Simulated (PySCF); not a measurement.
## Adding and removing an electron: BeS

PBE0; basis Be jorge-DZP-DKH, S jorge-DZP-DKH; spin-free X2C with a Gaussian nucleus; PySCF 2.14. Neutral (UKS): singlet (closed shell), Re = 1.752 Å, ωe = 1011 cm⁻¹, De = 3.36 eV, HOMO -6.78 eV, LUMO -3.96 eV.

BeS⁺ (UKS): doublet (π ↑), Re = 1.851 Å, ωe = 865 cm⁻¹, De = 3.29 eV to Be⁺ + S. The energies at the minima are -413.81863 hartree for BeS and -413.48664 for BeS⁺.

(1) Work out the adiabatic ionisation energy, without and with harmonic zero-point energies (1 hartree = 27.2114 eV, 1 eV = 8065.5 cm⁻¹), and the change of the bond length.

For an ion De counts to the pair picked by the measured ionisation energies or electron affinities, which need not be the lowest pair at this level. States were picked by a PBE0 search and need not be the measured ground states.

Answers

(1) At PBE0: 0.33199 hartree = 9.034 eV between the minima; the zero-point term (865.0 − 1011.0)/2 cm⁻¹ = -0.009 eV makes it 9.025 eV. Re changes by +9.9 pm against the neutral. Minus the HOMO energy is 6.78 eV, -2.25 eV from the value between the minima; self-interaction puts the Kohn–Sham level too high, less so with exact exchange. The electron leaves a π orbital; in so polar a molecule the change of length follows mostly from the change of the ionic charges.
